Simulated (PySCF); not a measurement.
## Iodine: a sound run and one with changed settings

Sound run: I²⁺ [Kr] 4d10 5s2 5p3, I³⁺ [Kr] 4d10 5s2 5p2. Computed with PySCF 2.14 in def2-SVP with the def2 core potential (28 electrons), with scalar relativity through the core potential. In the sound run the correlated levels freeze 4s2 4p6 4d10 outside the core potential. The sound run starts from symmetry-adapted Hartree-Fock orbitals and uses a fine grid where one is needed.

A second run was set up differently.

| species | method | sound run (hartree) | changed run (hartree) | converged |
| --- | --- | --- | --- | --- |
| I²⁺ | MP2 | -295.69684 | -295.66031 | yes |
| I²⁺ | CCSD(T) | -295.71000 | -295.66426 | yes |
| I³⁺ | MP2 | -294.58919 | -294.55583 | yes |
| I³⁺ | CCSD(T) | -294.60369 | -294.55739 | yes |

Ionisation energy of I²⁺:

```csv
method,sound run (eV),changed run (eV)
UHF,29.845,29.845
MP2,30.141,30.054
SCS-MP2,30.039,29.915
CCSD,30.102,30.119
CCSD(T),30.104,30.120
```

Task: What was changed?
A. basis contracted for another Hamiltonian
B. too few SCF iterations
C. a valence shell is frozen
D. minimal basis

Result: C. Freezing a valence shell removes pair correlation that changes on ionisation.
